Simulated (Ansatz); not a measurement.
GeI$_{4}$, charge -1, doublet, geometry from GFN2-xTB (a state made from the parent by changing its charge; the spin is typed, not shown lowest) (core potentials on I) (a gas-phase anion, which may not be bound at this level); B3LYP-D4/def2-SVP in Ansatz (a first-principles code).

Here is a job for Ansatz.
Ansatz 0.2 input:
```yaml
crystal:
  periodic: [false, false, false]
  atoms:
    - {symbol: I, position_ang: [-1.01498190, 2.44307870, -0.83070020]}
    - {symbol: Ge, position_ang: [-0.00000000, -0.00000000, -0.00000000]}
    - {symbol: I, position_ang: [-1.89317457, -1.98061983, -0.42652050]}
    - {symbol: I, position_ang: [0.61477469, 0.12473657, 2.70099564]}
    - {symbol: I, position_ang: [2.29338179, -0.58719544, -1.44377495]}
basis:
  gaussian:
    orbitals: def2-SVP
hamiltonian:
  xc: b3lyp
  dispersion: d4
total_charge: -1
magnetization: {spin_polarized: true, initial_magnetization: 1}
```

Output, abridged:

```
Functional definition: B3LYP
1649 factors; integrals over basis functions are off by at most 1.8e-4 eV
mean field evaluation 1: about -88930.9524 eV, gradient 1.9e1 eV
mean field evaluation 2: about -88923.9678 eV, gradient 4.0e1 eV
mean field evaluation 4: about -88932.9046 eV, gradient 1.0e0 eV
mean field evaluation 8: about -88932.9313 eV, gradient 9.5e-3 eV
mean field evaluation 16: about -88932.9313 eV, gradient 4.7e-5 eV
mean field -88932.93132812 eV, -3268.2249454023 hartree, gradient 4.7e-5 eV, S^2 0.754209; 0 other end points of the search recorded, 0 dependent functions left out
reference -88932.93162892 eV, -3268.2249564567 hartree; 67, 66 occupied and 69, 70 virtual orbitals, 1649 factors
Total energy: -88933.52534039 eV, -3268.2467749507 hartree
```
